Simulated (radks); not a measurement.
Species: Zr30+. Configuration: [He] 2s2 2p5 7d1 (not the ground configuration).

Method: scalar-relativistic Kohn-Sham, LDA (Slater exchange, Perdew-Wang correlation), spin-polarised, spherical densities, point nucleus; open shells are filled with parallel spins first (spin-orbit coupling, left out, can overturn this in heavy ions); computed with a radial shooting solver on a logarithmic mesh with Libxc functionals.

Energy parts (hartree):
part                       energy
total                 -2784.31044
kinetic                2879.30156
electron-nucleus      -5941.50884
Hartree                 334.54167
exchange-correlation    -56.64483

Orbitals (lengths in bohr, moments of r in powers of bohr; r(max) is where P^2 peaks; r(90%) holds 90 % of the orbital's charge):
\begin{tabular}{lrrrr}
orbital & occ. & eigenvalue (hartree) & r(90%) & r(max) \\ \hline
1s up & 1 & -721.1762 & 0.0663 & 0.02416 \\
1s down & 1 & -720.8726 & 0.0663 & 0.02415 \\
2s up & 1 & -151.5094 & 0.243 & 0.1349 \\
2s down & 1 & -151.0875 & 0.243 & 0.1350 \\
2p up & 3 & -142.9716 & 0.221 & 0.1072 \\
2p down & 2 & -142.4671 & 0.222 & 0.1073 \\
7d up & 1 & -9.86918 & 3.05 & 2.495 \\
7d down & 0 & -9.73765 & 3.07 & 2.502 \\
\end{tabular}

The highest occupied level is 7d up at -268.55 eV. The density falls to 0.001 e/bohr^3 at r = 3.33 bohr. Summed over all electrons, <r^2> = 5.764 bohr^2, which gives a Langevin (diamagnetic) susceptibility term of -4.57 x 10^-6 cm^3/mol. Spin moment in Bohr magnetons: 2.
